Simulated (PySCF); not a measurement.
Radial density of Co+ (cobalt, charge +1)

UHF, [Ar] 3d7 4p1, one real determinant (an excited configuration). All numbers are calculated (PySCF 2.14, the spin-free X2C one-electron Hamiltonian (Gaussian nucleus), in aug-cc-pVDZ-DK (7s6p4d2f, 59 functions)).

```tsv
r (bohr)	4πr²ρ (e/bohr)	4πr²(ρα − ρβ)
0.000997	0.2423	0.0000
0.00168	0.6091	0.0000
0.00282	1.499	0.0000
0.00474	3.558	0.0000
0.00798	7.949	0.0001
0.0134	15.95	0.0002
0.0226	26.58	0.0007
0.0380	32.72	0.0027
0.0639	27.83	0.0114
0.107	27.55	0.0503
0.181	36.73	0.2453
0.304	21.06	1.0971
0.511	16.17	2.7064
0.860	15.54	2.6525
1.45	3.934	1.0494
2.43	0.6875	0.4405
4.09	0.2294	0.2250
6.88	0.01823	0.0182
11.6	1.328e-05	0.0000
```

Densities and radii are taken from the X2C orbitals without a picture-change correction, which distorts them close to the nucleus.

⟨L²⟩ = 13.97 against 20 for a pure G term, so this real determinant mixes terms.
